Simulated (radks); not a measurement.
All-electron atom: the cerium ion Ce+ in [Xe] 4f1 5d2.

All-electron calculation, scalar-relativistic Kohn-Sham, PBE, spin-polarised, spherical densities, point nucleus; open shells are filled with parallel spins first (spin-orbit coupling, left out, can overturn this in heavy ions). Program: a radial shooting solver on a logarithmic mesh with Libxc functionals.

Energy parts (hartree):
| part | energy |
|---|---|
| total | -8860.2596 |
| kinetic | 9391.4732 |
| electron-nucleus | -21454.8303 |
| Hartree | 3412.2991 |
| exchange-correlation | -209.2015 |

Orbitals (lengths in bohr, moments of r in powers of bohr; r(max) is where P^2 peaks):
orbital  occ.  eigenvalue (hartree)   <1/r>      <r^4>   r(max)      <r>
1s up       1             -1480.079   63.35  1.775e-06  0.01574  0.02457
1s down     1             -1480.079   63.35  1.775e-06  0.01574  0.02457
2s up       1             -237.0939   14.60  0.0002930  0.08906   0.1052
2s down     1             -237.0918   14.60  0.0002930  0.08906   0.1052
2p up       3             -212.3467   13.83  0.0002145  0.07168  0.09237
2p down     3             -212.3452   13.83  0.0002145  0.07168  0.09236
3s up       1             -51.16546   5.300    0.01191   0.2546   0.2787
3s down     1             -51.15563   5.301    0.01190   0.2546   0.2786
3p up       3             -43.29621   5.018    0.01245   0.2493   0.2767
3p down     3             -43.28630   5.019    0.01244   0.2492   0.2767
3d up       5             -32.12077   4.760    0.01034   0.2052   0.2536
3d down     5             -32.11223   4.760    0.01033   0.2052   0.2536
4s up       1             -10.47489   2.211     0.3049   0.5931   0.6373
4s down     1             -10.44540   2.211     0.3048   0.5930   0.6372
4p up       3              -7.90625   2.039     0.4001   0.6192   0.6747
4p down     3              -7.87670   2.040     0.3999   0.6191   0.6747
4d up       5              -4.20983   1.778     0.6713   0.6523   0.7442
4d down     5              -4.17988   1.779     0.6701   0.6522   0.7440
4f up       1              -0.35060   1.200      8.477   0.7086    1.119
4f down     0              -0.31602   1.208      7.915   0.7076    1.106
5s up       1              -1.64715  0.8672      10.10    1.375    1.526
5s down     1              -1.60747  0.8709      9.930    1.372    1.520
5p up       3              -1.01623  0.7360      19.60    1.553    1.774
5p down     3              -0.97152  0.7406      19.28    1.547    1.766
5d up       2              -0.28292  0.4620      159.1    2.184    2.809
5d down     0              -0.23296  0.4604      165.9    2.171    2.827

The highest occupied level is 5d up at -7.699 eV. The configuration is held as typed, so some empty levels lie below it. For comparison, the ionisation energy in NIST's Atomic Spectra Database is 10.96 eV (semi-empirical). In exact Kohn-Sham theory the highest level is minus the ionisation energy, but local and semilocal functionals leave it too shallow, through self-interaction and a potential that decays too fast; potentials with the right tail come closer. Spin moment in Bohr magnetons: 3.
